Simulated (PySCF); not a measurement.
Isomers of C5H12OSi2.

All values: B3LYP/def2-SVPD (PySCF) at PBE0-D3(BJ)/def2-SVP geometries, gas phase, one conformer each. Core orbitals are frozen in the response; Δα² is half the sum of the squared differences of the principal polarisabilities.

Question: Rank by mean static polarisability, highest first.
A. `[CH:1]#[C:2][SiH2:3][O:4][SiH2:5][CH:6]([CH3:7])[CH3:8]` with C2–Si3–O4–Si5 4°, Si3–O4–Si5–C6 28°, O4–Si5–C6–C7 180°
B. `[CH3:1][CH:2]([CH3:3])[Si@H:4]([OH:5])[C:6]#[C:7][SiH3:8]` with C1–C2–Si4–O5 -179°, C2–Si4–O5–H -89°
C. `[CH3:1][CH2:2][CH2:3][O:4][SiH2:5][C:6]#[C:7][SiH3:8]` with C1–C2–C3–O4 180°, C2–C3–O4–Si5 180°, C3–O4–Si5–C6 -58°
D. `[CH:1]#[C:2][CH2:3][C@@H:4]([CH3:5])[SiH2:6][O:7][SiH3:8]` with C2–C3–C4–C5 60°, C3–C4–Si6–O7 -60°, C4–Si6–O7–Si8 -70°

Answer: C (18.02 Å³), B (17.79 Å³), D (17.04 Å³), A (16.67 Å³).

Question: Rank by dipole moment, highest first.
A. `[CH3:1][CH:2]([CH3:3])[O:4][SiH2:5][C:6]#[C:7][SiH3:8]` with C1–C2–O4–Si5 -100°, C2–O4–Si5–C6 63°
B. `[CH3:1][CH:2]([CH3:3])[Si@H:4]([OH:5])[C:6]#[C:7][SiH3:8]` with C1–C2–Si4–O5 -179°, C2–Si4–O5–H -89°
C. `[CH:1]#[C:2][CH2:3][C@@H:4]([CH3:5])[SiH2:6][O:7][SiH3:8]` with C2–C3–C4–C5 60°, C3–C4–Si6–O7 -60°, C4–Si6–O7–Si8 -70°

Answer: B (1.48 D), A (1.19 D), C (0.56 D).

Question: Rank by vertical ionisation energy (ΔSCF), lowest first.
A. `[CH3:1][CH:2]([CH3:3])[Si@H:4]([OH:5])[C:6]#[C:7][SiH3:8]` with C1–C2–Si4–O5 -179°, C2–Si4–O5–H -89°
B. `[CH3:1][CH:2]([CH3:3])[O:4][SiH2:5][C:6]#[C:7][SiH3:8]` with C1–C2–O4–Si5 -100°, C2–O4–Si5–C6 63°
C. `[CH3:1][CH2:2][CH2:3][O:4][SiH2:5][C:6]#[C:7][SiH3:8]` with C1–C2–C3–O4 180°, C2–C3–O4–Si5 180°, C3–O4–Si5–C6 -58°

Answer: A (9.39 eV), B (9.65 eV), C (9.82 eV).

All values together:

```json
{"SMILES": "C#CC[C@@H](C)[SiH2]O[SiH3]", "μ (D)": "0.56", "HOMO (eV)": "-7.47", "LUMO (eV)": "-0.37", "α (Å³)": "17.04", "Δα (Å³)": "5.81", "ΔSCF removal energy (eV)": "9.39"}
{"SMILES": "C=C[Si]1(O[SiH3])CCC1", "μ (D)": "0.67", "HOMO (eV)": "-7.42", "LUMO (eV)": "-0.76", "α (Å³)": "16.64", "Δα (Å³)": "3.64", "ΔSCF removal energy (eV)": "–"}
{"SMILES": "CC(C)[Si@H](O)C#C[SiH3]", "μ (D)": "1.48", "HOMO (eV)": "-7.60", "LUMO (eV)": "-1.03", "α (Å³)": "17.79", "Δα (Å³)": "6.84", "ΔSCF removal energy (eV)": "9.39"}
{"SMILES": "CCCO[SiH2]C#C[SiH3]", "μ (D)": "1.09", "HOMO (eV)": "-7.89", "LUMO (eV)": "-1.09", "α (Å³)": "18.02", "Δα (Å³)": "7.30", "ΔSCF removal energy (eV)": "9.82"}
{"SMILES": "CC(C)O[SiH2]C#C[SiH3]", "μ (D)": "1.19", "HOMO (eV)": "-7.85", "LUMO (eV)": "-1.09", "α (Å³)": "17.95", "Δα (Å³)": "8.20", "ΔSCF removal energy (eV)": "9.65"}
{"SMILES": "C#C[SiH2]O[SiH2]C(C)C", "μ (D)": "1.62", "HOMO (eV)": "-7.68", "LUMO (eV)": "-0.83", "α (Å³)": "16.67", "Δα (Å³)": "3.10", "ΔSCF removal energy (eV)": "9.49"}
```

Conformers: `[CH:1]#[C:2][CH2:3][C@@H:4]([CH3:5])[SiH2:6][O:7][SiH3:8]` with C2–C3–C4–C5 60°, C3–C4–Si6–O7 -60°, C4–Si6–O7–Si8 -70°; `[CH2:1]=[CH:2][Si:3]1([O:4][SiH3:5])[CH2:6][CH2:7][CH2:8]1` with C1–C2–Si3–O4 -133°, C2–Si3–O4–Si5 -172°, C2–Si3–C6–C7 94°, Si3–C6–C7–C8 23°, C6–C7–C8–Si3 -23°, C2–Si3–C8–C7 -93°; `[CH3:1][CH:2]([CH3:3])[Si@H:4]([OH:5])[C:6]#[C:7][SiH3:8]` with C1–C2–Si4–O5 -179°, C2–Si4–O5–H -89°; `[CH3:1][CH2:2][CH2:3][O:4][SiH2:5][C:6]#[C:7][SiH3:8]` with C1–C2–C3–O4 180°, C2–C3–O4–Si5 180°, C3–O4–Si5–C6 -58°; `[CH3:1][CH:2]([CH3:3])[O:4][SiH2:5][C:6]#[C:7][SiH3:8]` with C1–C2–O4–Si5 -100°, C2–O4–Si5–C6 63°; `[CH:1]#[C:2][SiH2:3][O:4][SiH2:5][CH:6]([CH3:7])[CH3:8]` with C2–Si3–O4–Si5 4°, Si3–O4–Si5–C6 28°, O4–Si5–C6–C7 180°.

A dash marks a removal energy that wasn't run or isn't settled.
